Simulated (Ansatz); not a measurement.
```yaml
crystal:
  periodic: [false, false, false]
  atoms:
    - {symbol: Au, position_ang: [-0.163653, 1.056401, 0.533765]}
    - {symbol: Au, position_ang: [-2.356756, -0.248745, -0.536024]}
    - {symbol: Au, position_ang: [0.381280, 1.005307, -2.178786]}
    - {symbol: Au, position_ang: [2.394163, 0.007077, 0.413940]}
    - {symbol: Au, position_ang: [-0.343789, -1.247119, 2.056576]}
    - {symbol: Cl, position_ang: [1.976514, -1.112121, 2.445244]}
    - {symbol: Cl, position_ang: [-2.636003, -1.361898, 1.522122]}
    - {symbol: Cl, position_ang: [2.680600, 1.074192, -1.667518]}
    - {symbol: Cl, position_ang: [-1.932345, 0.826886, -2.589319]}
basis:
  gaussian: {orbitals: def2-TZVP, initial_orbitals: start.molden}
total_charge: 1
hamiltonian: {xc: {name: wB97X-V}}
scf: {omitted_lower_state_checks: [starts]}
output: {orbitals: {seedname: orbitals}}
```

The file start.molden holds the orbitals of an earlier run on this structure, at another level or in another basis.

```sh
$ ansatz run in.yaml --threads 4 --pin off --events-out ev --progress --plain --max-ram 4787MiB
```

Task: Does this run fit into the memory that it is given?

Result: No. It has 348 basis functions, and Ansatz plans for 6 GiB where 5 GiB are given.
